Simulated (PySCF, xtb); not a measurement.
Cl3FTi, SMILES [F][Ti]([Cl])([Cl])[Cl], multiplicity 1.

GFN2-xTB run with xtb at its own geometry gives an orbital gap of 3.15 eV and a dipole moment of 0.20 D.

The structure is a stationary point at ωB97X-D3(BJ)/def2-SVP. The spin state was assumed, not searched.

Q: What does M06-2X/def2-TZVP in PySCF give? (The exact figures need the calculation; the answer reports its results.)

A: gap 8.48 eV (levels -10.97 and -2.48 eV), dipole 0.32 D.
